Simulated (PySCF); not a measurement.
Molecule: Si(CCH)(F)3, SMILES C#C[Si](F)(F)F (C2HF3Si). Atoms near the plane z = 0.8 Å, at the PBE0/def2-SVP optimised geometry (x, y, z in Å): Si3 (-0.6, -0.8, 0.0), F4 (-1.0, 0.8, 0.0), F5 (1.0, -0.8, 0.0), F6 (-1.0, -1.4, 1.4).

Calculation: PBE0/def2-TZVP (PySCF). The values are rescaled to run from 0 to 1.

```
|                           |
|                           |
|                           |
|                           |
|        ....               |
|      .::::::.             |
|     ::-===--:.            |
|    .:-=++++=-:.           |
|   .:-=+****+=-:.          |
|   .-=+*###*+=-:...        |
|   .-=+##%%#*+=-:::..      |
|   :-=+*#%##*+==----:.     |
|   .-=+*####*+++++==-:.    |
|   .-=+**##**++****+=-:    |
|   .-=++*##*****##**+-:.   |
|   :-=+*#####*###%#*+=:.   |
|  .:-=*#%%%%####%%#*+=-.   |
|  .:=+*#@@@%##*####*+=:.   |
|  .:=+*%@@@@#****#*+=-:.   |
|  .:=+*%@@@%#*+++++==-.    |
|   :-=*#%%%#*++====--:     |
|   .-=+*###**+=----:..     |
|   .:-=++**+==-:::..       |
|    .:--====--:..          |
|     .::---::..            |
|       ......              |
|                           |
```
Scale: ten equal steps from 0.000 (start of ' ') to 1.00 (end of '@'), in the order ' .:-=+*#%@'; x runs from -3.50 to 3.50, y from -3.50 (bottom) to 3.50 (top).

Which quantity is mapped?
A) log10 of the electron density
B) electrostatic potential
C) Laplacian of the electron density
D) an orbital amplitude

A, log10 of the electron density. In full: log10 of the electron density (e/bohr³), floored at −4.
